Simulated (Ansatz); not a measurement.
SiHCl, SMILES [SiH]Cl (connectivity only; charge and spin as stated), neutral, multiplicity 1.

Coordinates come from a PBE-D3(BJ)/def2-TZVP optimisation. The isomer is the one that the SMILES or the coordinates give; other isomers of the formula were not compared.

Two levels are set side by side: PBE/def2-TZVPD (Ansatz, a program for electronic structure) and CAM-B3LYP/def2-TZVPD (Ansatz). Energy differences of separate SCF runs at the same geometry; the states with an electron removed or added have multiplicity 2 and 2. Differences are taken from unrounded values.

```
quantity                            PBE
---------------------------------  ----
vertical ionisation energy (eV)    9.25
vertical electron affinity (eV)    1.04
vertical singlet–triplet gap (eV)  1.50
```

These are the PBE values. What does CAM-B3LYP give? (An estimate is asked for; the answer gives what the named calculation found.)


| quantity | CAM-B3LYP | PBE minus CAM-B3LYP |
|---|---|---|
| vertical ionisation energy (eV) | 9.51 | -0.26 |
| vertical electron affinity (eV) | 1.06 | -0.01 |
| vertical singlet–triplet gap (eV) | 1.67 | -0.17 |
